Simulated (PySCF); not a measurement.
## Zinc: a sound run and one with changed settings

Sound run: Zn [Ar] 3d10 4s2, Zn⁺ [Ar] 3d10 4s1. Computed with PySCF 2.14 in Sapporo-DKH3-DZP-2012, with the spin-free X2C one-electron Hamiltonian (Gaussian nucleus). The sound run starts from symmetry-adapted Hartree-Fock orbitals and uses a fine grid where one is needed.

A second run was set up differently.

```json
{"species": "Zn", "method": "UHF", "sound run (hartree)": "-1794.22554", "changed run (hartree)": "-1794.22554", "converged": "yes"}
{"species": "Zn", "method": "M06-L", "sound run (hartree)": "-1795.79902", "changed run (hartree)": "-1796.02888", "converged": "yes"}
{"species": "Zn", "method": "BP86", "sound run (hartree)": "-1796.17950", "changed run (hartree)": "-1796.47599", "converged": "yes"}
{"species": "Zn⁺", "method": "UHF", "sound run (hartree)": "-1793.93776", "changed run (hartree)": "-1793.93776", "converged": "yes"}
{"species": "Zn⁺", "method": "M06-L", "sound run (hartree)": "-1795.45833", "changed run (hartree)": "-1795.65744", "converged": "yes"}
{"species": "Zn⁺", "method": "BP86", "sound run (hartree)": "-1795.82616", "changed run (hartree)": "-1796.10791", "converged": "yes"}
```

Ionisation energy of Zn:

| method | sound run (eV) | changed run (eV) |
| --- | --- | --- |
| UHF | 7.831 | 7.831 |
| M06-L | 9.271 | 10.107 |
| BP86 | 9.615 | 10.016 |

(1) What was changed?
A. too few SCF iterations
B. basis contracted for another Hamiltonian
C. radial grid too coarse
D. level shift left on

Results:

(1) C. It used radial step 0.8 in ln r (0.13 in the sound run). A coarse radial grid mis-integrates the density and the exchange-correlation energy, with errors of either sign; Hartree-Fock needs no grid.
